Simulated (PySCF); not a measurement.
Species: C₆H₁₁NO.
Structure used (GFN2-xTB), in Å, numbered top down from 1:
```
atom  x, y, z in Å
C1     2.7851   -0.8050    0.6911
N2     1.4842   -0.2845    0.3528
C3     1.1145   -0.0118   -0.9173
O4     1.8516   -0.1614   -1.8686
C5    -0.3042    0.5305   -1.0529
C6    -1.3118   -0.1679   -0.1705
C7    -2.6450    0.4702    0.0787
C8    -1.6432    0.3744    1.1901
H9     3.3166   -0.1188    1.3538
H10    3.3431   -0.9138   -0.2376
H11    2.6985   -1.7782    1.1787
H12    0.8187   -0.1544    1.0977
H13   -0.5870    0.4301   -2.1034
H14   -0.2772    1.5978   -0.8173
H15   -1.3051   -1.2466   -0.2775
H16   -2.8304    1.4416   -0.3534
H17   -3.5197   -0.1601    0.1186
H18   -1.8356   -0.3204    1.9946
H19   -1.1630    1.2878    1.5114
```

PySCF, density fitting, gas phase, GFN2-xTB geometry. The standard run uses grid level 2 after a coarse-grid start, the def2-universal JK fitting basis (with tight functions added where the orbital basis needs them), an energy threshold of 1e-9 Eh and DIIS. The changed runs have no coarse-grid stage.

Q: Standard PBE0/pcSseg-1: E = -364.758058 Eh, HOMO -7.048 eV, LUMO 0.921 eV, dipole 3.921 D, 14 cycles (coarse-grid cycles included). What changes at PBE0/pcSseg-1 with: fitting basis def2-universal-jkfit, start guess sap?

A: E = -364.758090 Eh (-0.032 mEh), HOMO -7.048 eV (0.000), LUMO 0.921 eV (0.000), dipole 3.921 D (0.000), 15 SCF cycles. Of the changed settings only the fitting basis enters the energy expression; the total energy moves by 0.02 kcal/mol.

The cycles:
```
cycle   1  E = -345.0247245436  dE =  1.508e+01  |g| = 7.453e+00  |ddm| = 3.978e+01
cycle   2  E = -300.1285179103  dE =  4.490e+01  |g| = 1.329e+01  |ddm| = 4.058e+01
cycle   3  E = -356.4991554502  dE = -5.637e+01  |g| = 5.381e+00  |ddm| = 1.162e+01
cycle   4  E = -340.6736979867  dE =  1.583e+01  |g| = 6.621e+00  |ddm| = 2.195e+01
cycle   5  E = -364.4074486853  dE = -2.373e+01  |g| = 1.186e+00  |ddm| = 2.183e+01
cycle   6  E = -364.6493526833  dE = -2.419e-01  |g| = 6.851e-01  |ddm| = 1.556e+00
cycle   7  E = -364.7529275038  dE = -1.036e-01  |g| = 1.499e-01  |ddm| = 5.717e-01
cycle   8  E = -364.7570257355  dE = -4.098e-03  |g| = 7.353e-02  |ddm| = 1.632e-01
cycle   9  E = -364.7580310596  dE = -1.005e-03  |g| = 1.748e-02  |ddm| = 5.946e-02
cycle  10  E = -364.7580826808  dE = -5.162e-05  |g| = 5.990e-03  |ddm| = 1.874e-02
cycle  11  E = -364.7580895797  dE = -6.899e-06  |g| = 1.607e-03  |ddm| = 7.208e-03
cycle  12  E = -364.7580901349  dE = -5.552e-07  |g| = 4.056e-04  |ddm| = 1.648e-03
cycle  13  E = -364.7580901659  dE = -3.102e-08  |g| = 1.527e-04  |ddm| = 4.134e-04
cycle  14  E = -364.7580901710  dE = -5.122e-09  |g| = 5.653e-05  |ddm| = 1.706e-04
cycle  15  E = -364.7580901718  dE = -7.690e-10  |g| = 1.279e-05  |ddm| = 6.791e-05
```
